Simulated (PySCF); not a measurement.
An excited-state job on gallium isocyanide, `[N+](#[C-])[Ga]` [singlet].

Method: TDDFT wB97X-D/def2-SVPD, vertical, gas phase, core orbitals frozen in the response (PySCF 2.14.0, density-fitted response routines). Geometry: GFN2-xTB. A driver script takes a list of jobs; this job's settings line and coordinates (Å) are shown.

Input:
```
{"job": {"kind": "uv", "xc": "wB97X-D", "basis": "def2-SVPD", "nstates": 8, "ntriplets": 3}, "charge": 0, "multiplicity": 1}
C     -1.296657    -0.501653    -0.003096
N     -0.226394    -0.003455    -0.010276
Ga     1.534533     0.812975     0.000819
```

Output:
```
coarse grid: 17720 points
cycle   1  E = -2017.3658865436  dE = -4.744e-01  |g| = 4.461e-01  |ddm| = 2.335e+00
cycle   2  E = -2017.3635751996  dE =  2.311e-03  |g| = 5.030e-01  |ddm| = 1.083e+00
cycle   3  E = -2017.4020156620  dE = -3.844e-02  |g| = 6.153e-02  |ddm| = 4.630e-01
cycle   4  E = -2017.4028198298  dE = -8.042e-04  |g| = 2.588e-02  |ddm| = 8.687e-02
cycle   5  E = -2017.4029486954  dE = -1.289e-04  |g| = 5.915e-03  |ddm| = 3.057e-02
cycle   6  E = -2017.4029571660  dE = -8.471e-06  |g| = 8.709e-04  |ddm| = 8.593e-03
final grid: 35496 points
cycle   7  E = -2017.4032675104  dE = -3.951e-07  |g| = 1.002e-03  |ddm| = 5.046e-03
cycle   8  E = -2017.4032674820  dE =  2.846e-08  |g| = 1.166e-03  |ddm| = 2.077e-03
cycle   9  E = -2017.4032676605  dE = -1.785e-07  |g| = 1.271e-04  |ddm| = 1.080e-03
cycle  10  E = -2017.4032676645  dE = -4.025e-09  |g| = 6.364e-05  |ddm| = 2.007e-04
cycle  11  E = -2017.4032676659  dE = -1.419e-09  |g| = 1.031e-05  |ddm| = 2.200e-04
cycle  12  E = -2017.4032676660  dE = -4.047e-11  |g| = 1.742e-06  |ddm| = 3.287e-05
converged SCF energy = -2017.4032676660

Static polarisability (au): isotropic 47.613, principal 40.737 40.738 61.363

Singlet excitations
state   eV       nm        f      main configurations
  1   4.9007    253.0   0.13312   H->L 0.97
  2   4.9011    253.0   0.13315   H->L+1 0.97
  3   6.4411    192.5   0.00187   H-3->L 0.46, H-2->L+1 0.43
  4   6.4761    191.4   0.06222   H-1->L+1 0.88
  5   6.4770    191.4   0.06013   H-1->L 0.84, H-2->L+1 0.09
  6   6.5031    190.7   0.00460   H-3->L 0.47, H-2->L+1 0.42
  7   6.5033    190.6   0.00438   H-3->L+1 0.45, H-2->L 0.44
  8   7.3560    168.5   0.12650   H-3->L+1 0.42, H-2->L 0.42, H->L+3 0.09

Triplet excitations (Tamm-Dancoff, eV): 3.7293 3.7295 5.1263
```

The SCF starts on a coarse grid where the log names one; the energy can jump when the final grid takes over, and dE then counts from the start density on the new grid. H and L stand for HOMO and LUMO; the number after each pair is its weight.

Question: Give the mean polarisability as a volume in Å³, and the ratio of the largest to the smallest principal value.

Answer: 47.613 au × 0.148185 = 7.06 Å³; 61.363/40.737 = 1.51.

Question: Give S1 in cm⁻¹ and kJ/mol.

Answer: 4.9007 eV × 8065.54 = 39527 cm⁻¹; × 96.485 = 472.8 kJ/mol.

In short: HOMO -9.67 eV, LUMO -0.58 eV; lowest singlet 4.90 eV; lowest triplet 3.73 eV (Tamm–Dancoff); mean polarisability 47.6 au.

 Relativistic effects, spin–orbit coupling among them, are left out although an element past zinc is present.

Hardware: Arm Neoverse V1, one thread, no GPU, on a shared host. Cost: 2.9 s of wall time.
Labels such as C1 count atoms from 1, the log's own numbers from 0.

The pairwise dispersion term of wB97X-D wasn't added to the energies; at a given geometry it leaves orbitals and properties as they are.
